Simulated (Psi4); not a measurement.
H5BrN2Si (SMILES N[SiH](N)Br), singlet, geometry from GFN2-xTB, atoms displaced at random by about 0.08 Å a coordinate; Psi4 1.11 with B3LYP/STO-3G, gradient.

Psi4 was given this input:
```
memory 2 GB

molecule mol {
0 1
Si   -0.484959   -0.436920    0.644299
N    -1.459859   -1.420567   -0.238882
N     0.505923   -1.614295    1.339494
Br    0.248173    1.196502   -0.707169
H    -0.987583    0.204575    1.964560
H    -2.019515   -0.903433   -0.945013
H    -1.886829   -2.027222    0.047377
H     1.094788   -2.444570    0.609718
H     1.353501   -1.374381    1.960812
symmetry c1
no_reorient
no_com
}

set {
  basis sto-3g
  reference rks
}

gradient('b3lyp')
print_variables()
```

### Question
What does Psi4 print? Leave out banner, timings and long lists.

### Answer

```
gradient() will perform analytic gradient computation.

   => Loading Basis Set <=

    Name: STO-3G
    Role: ORBITAL
    Keyword: BASIS

         ---------------------------------------------------------
                                   SCF
               by Justin Turney, Rob Parrish, Andy Simmonett
                          and Daniel G. A. Smith
                              RKS Reference
         ---------------------------------------------------------

  ==> Geometry <==

    Molecular point group: c1
    Full point group: C1

    Geometry (in Angstrom), charge = 0, multiplicity = 1:

       Center              X                  Y                   Z               Mass
    ------------   -----------------  -----------------  -----------------  -----------------
         SI          -0.484959000000    -0.436920000000     0.644299000000    27.976926534650
         N           -1.459859000000    -1.420567000000    -0.238882000000    14.003074004430
         N            0.505923000000    -1.614295000000     1.339494000000    14.003074004430
         BR           0.248173000000     1.196502000000    -0.707169000000    78.918337600000
         H           -0.987583000000     0.204575000000     1.964560000000     1.007825032230
         H           -2.019515000000    -0.903433000000    -0.945013000000     1.007825032230
         H           -1.886829000000    -2.027222000000     0.047377000000     1.007825032230
         H            1.094788000000    -2.444570000000     0.609718000000     1.007825032230
         H            1.353501000000    -1.374381000000     1.960812000000     1.007825032230

  Running in c1 symmetry.

  Rotational constants: A =      0.23558  B =      0.06027  C =      0.05171 [cm^-1]
  Rotational constants: A =   7062.54956  B =   1806.76623  C =   1550.08290 [MHz]
  Nuclear repulsion =  333.889609695079230

  Charge       = 0
  Multiplicity = 1
  Electrons    = 68
  Nalpha       = 34
  Nbeta        = 34

  ==> Algorithm <==

  SCF Algorithm Type is DF.
  DIIS enabled.
  MOM disabled.
  Fractional occupation disabled.
  Guess Type is SAD.
  Energy threshold   = 1.00e-08
  Density threshold  = 1.00e-08
  Integral threshold = 1.00e-12

  ==> Primary Basis <==

  Basis Set: STO-3G
    Blend: STO-3G
    Number of shells: 24
    Number of basis functions: 42
    Number of Cartesian functions: 43
    Spherical Harmonics?: true
    Max angular momentum: 2

  ==> DFT Potential <==

   => LibXC <=

    Version 7.1.2
    S. Lehtola, C. Steigemann, M. J. T. Oliveira, and M. A. L. Marques,  SoftwareX 7, 1–5 (2018) (10.1016/j.softx.2017.11.002)

   => Composite Functional: B3LYP <=

    B3LYP Hyb-GGA Exchange-Correlation Functional

    P. J. Stephens, F. J. Devlin, C. F. Chabalowski, and M. J. Frisch,  J. Phys. Chem. 98, 11623 (1994) (10.1021/j100096a001)

    Deriv               =              1
    GGA                 =           TRUE
    Meta                =          FALSE

    Exchange Hybrid     =           TRUE
    MP2 Hybrid          =          FALSE

   => Exchange Functionals <=

    0.0800   Slater exchange
    0.7200         Becke 88

   => Exact (HF) Exchange <=

    0.2000               HF

   => Correlation Functionals <=

    0.1900   Vosko, Wilk & Nusair (VWN5_RPA)
    0.8100   Lee, Yang & Parr

   => LibXC Density Thresholds  <==

    XC_HYB_GGA_XC_B3LYP:  1.00E-15

   => Molecular Quadrature <=

    Radial Scheme          =       TREUTLER
    Pruning Scheme         =           NONE
    Nuclear Scheme         =       TREUTLER

    Blocking Scheme        =         OCTREE
    BS radius alpha        =              1
    Pruning alpha          =              1
    Radial Points          =             75
    Spherical Points       =            302
    Total Points           =         190216
    Total Blocks           =           1471
    Max Points             =            256
    Max Functions          =             39
    Weights Tolerance      =       1.00E-15

   => Loading Basis Set <=

    Name: (STO-3G AUX)
    Role: JKFIT
    Keyword: DF_BASIS_SCF

  ==> Integral Setup <==

  SCF_SUBTYPE=INCORE selected. In-core MEM_DF algorithm will be used.
  Using in-core AOs.

  ==> MemDFJK: Density-Fitted J/K Matrices <==

    J tasked:                   Yes
    K tasked:                   Yes
    wK tasked:                   No
    Algorithm:                 Core
    Schwarz Cutoff:           1E-12
    Mask sparsity (%):       6.0091
    Fitting Condition:        1E-10

   => Auxiliary Basis Set <=

  Basis Set: (STO-3G AUX)
    Blend: DEF2-UNIVERSAL-JKFIT
    Number of shells: 178
    Number of basis functions: 638
    Number of Cartesian functions: 812
    Spherical Harmonics?: true
    Max angular momentum: 5

  Minimum eigenvalue in the overlap matrix is 1.8277206825E-01.
  Reciprocal condition number of the overlap matrix is 7.8914636361E-02.
    Using symmetric orthogonalization.

  ==> Pre-Iterations <==

  SCF Guess: Superposition of Atomic Densities via on-the-fly atomic UHF (no occupation information).

   -------------------------
    Irrep   Nso     Nmo
   -------------------------
     A         42      42
   -------------------------
    Total      42      42
   -------------------------

  ==> Iterations <==

                           Total Energy        Delta E     RMS |[F,P]|

   @DF-RKS iter SAD: -2940.81371279834730   -2.94081e+03   0.00000e+00
   @DF-RKS iter   1: -2942.97141125215694   -2.15770e+00   9.68160e-03 ADIIS/DIIS
   @DF-RKS iter   2: -2943.00424320558932   -3.28320e-02   9.21323e-03 ADIIS/DIIS
   @DF-RKS iter   3: -2943.10433151446023   -1.00088e-01   1.60456e-03 ADIIS/DIIS
   @DF-RKS iter   4: -2943.10741733912255   -3.08582e-03   4.38859e-04 ADIIS/DIIS
   @DF-RKS iter   5: -2943.10765299021659   -2.35651e-04   5.94627e-05 DIIS
   @DF-RKS iter   6: -2943.10765805699884   -5.06678e-06   1.38296e-05 DIIS
   @DF-RKS iter   7: -2943.10765830228820   -2.45289e-07   8.78387e-07 DIIS
[...]
  @DF-RKS Final Energy: -2943.10765830397804
[...]
    DFT Exchange-Correlation Energy =    -103.5637274482623127
    Empirical Dispersion Energy =           0.0000000000000000
    VV10 Nonlocal Energy =                  0.0000000000000000
    Total Energy =                      -2943.1076583039784964

Computation Completed

Properties will be evaluated at   0.000000,   0.000000,   0.000000 [a0]

Properties computed using the SCF density matrix

 Multipole Moments:

 ------------------------------------------------------------------------------------
     Multipole            Electronic (a.u.)      Nuclear  (a.u.)        Total (a.u.)
 ------------------------------------------------------------------------------------

 L = 1.  Multiply by 2.5417464519 to convert [e a0] to [Debye]
 Dipole X            :         13.4192657          -13.6562211           -0.2369554
 Dipole Y            :        -15.4755276           15.0641880           -0.4113396
 Dipole Z            :          8.5610588           -8.2939910            0.2670679
 Magnitude           :                                                    0.5446773

 ------------------------------------------------------------------------------------

         ------------------------------------------------------------
                                   SCF GRAD
                          Rob Parrish, Justin Turney,
                       Andy Simmonett, and Alex Sokolov
         ------------------------------------------------------------

  ==> Geometry <==

    Molecular point group: c1
    Full point group: C1

    Geometry (in Angstrom), charge = 0, multiplicity = 1:

       Center              X                  Y                   Z               Mass
    ------------   -----------------  -----------------  -----------------  -----------------
         SI          -0.484959000000    -0.436920000000     0.644299000000    27.976926534650
         N           -1.459859000000    -1.420567000000    -0.238882000000    14.003074004430
         N            0.505923000000    -1.614295000000     1.339494000000    14.003074004430
         BR           0.248173000000     1.196502000000    -0.707169000000    78.918337600000
         H           -0.987583000000     0.204575000000     1.964560000000     1.007825032230
         H           -2.019515000000    -0.903433000000    -0.945013000000     1.007825032230
         H           -1.886829000000    -2.027222000000     0.047377000000     1.007825032230
         H            1.094788000000    -2.444570000000     0.609718000000     1.007825032230
         H            1.353501000000    -1.374381000000     1.960812000000     1.007825032230

  Nuclear repulsion =  333.889609695079230

  ==> Basis Set <==

  Basis Set: STO-3G
    Blend: STO-3G
    Number of shells: 24
    Number of basis functions: 42
    Number of Cartesian functions: 43
    Spherical Harmonics?: true
    Max angular momentum: 2

  ==> DFJKGrad: Density-Fitted SCF Gradients <==

    Gradient:                    1
    J tasked:                  Yes
    K tasked:                  Yes
    wK tasked:                  No
    Integrals threads:           1
    Schwarz Cutoff:          1E-12
    Fitting Condition:       1E-10

   => Auxiliary Basis Set <=

  Basis Set: (STO-3G AUX)
    Blend: DEF2-UNIVERSAL-JKFIT
    Number of shells: 178
    Number of basis functions: 638
    Number of Cartesian functions: 812
    Spherical Harmonics?: true
    Max angular momentum: 5

  ==> DFT Potential <==

   => LibXC <=

    Version 7.1.2
    S. Lehtola, C. Steigemann, M. J. T. Oliveira, and M. A. L. Marques,  SoftwareX 7, 1–5 (2018) (10.1016/j.softx.2017.11.002)

   => Composite Functional: B3LYP <=

    B3LYP Hyb-GGA Exchange-Correlation Functional

    P. J. Stephens, F. J. Devlin, C. F. Chabalowski, and M. J. Frisch,  J. Phys. Chem. 98, 11623 (1994) (10.1021/j100096a001)

    Deriv               =              1
    GGA                 =           TRUE
    Meta                =          FALSE

    Exchange Hybrid     =           TRUE
    MP2 Hybrid          =          FALSE

   => Exchange Functionals <=

    0.0800   Slater exchange
    0.7200         Becke 88

   => Exact (HF) Exchange <=

    0.2000               HF

   => Correlation Functionals <=

    0.1900   Vosko, Wilk & Nusair (VWN5_RPA)
    0.8100   Lee, Yang & Parr

   => LibXC Density Thresholds  <==

    XC_HYB_GGA_XC_B3LYP:  1.00E-15

   => Molecular Quadrature <=

    Radial Scheme          =       TREUTLER
    Pruning Scheme         =           NONE
    Nuclear Scheme         =       TREUTLER

    Blocking Scheme        =         OCTREE
    BS radius alpha        =              1
    Pruning alpha          =              1
    Radial Points          =             75
    Spherical Points       =            302
    Total Points           =         190216
    Total Blocks           =           1471
    Max Points             =            256
    Max Functions          =             39
    Weights Tolerance      =       1.00E-15

  -Total Gradient:
     Atom            X                  Y                   Z
    ------   -----------------  -----------------  -----------------
       1       -0.014339126532    -0.048056669056    -0.060329504177
       2       -0.205551614214    -0.379406173377     0.225365899368
       3       -0.115248559297     0.101633293003     0.025559555946
       4        0.001317851604     0.001587463336    -0.000560642313
       5       -0.006733111130     0.007517815461     0.036042973139
       6       -0.003146613897     0.010764175183     0.002559183041
       7        0.258673966200     0.385835588256    -0.184295058887
       8        0.059531378103    -0.072688440599    -0.051148967307
       9        0.025638288191    -0.007426755488     0.006779340656

  Variable Map:
  ----------------------------------------------------------------------------
[...]
  Array Variable Map:
  ----------------------------------------------------------------------------
[...]
[...]
```
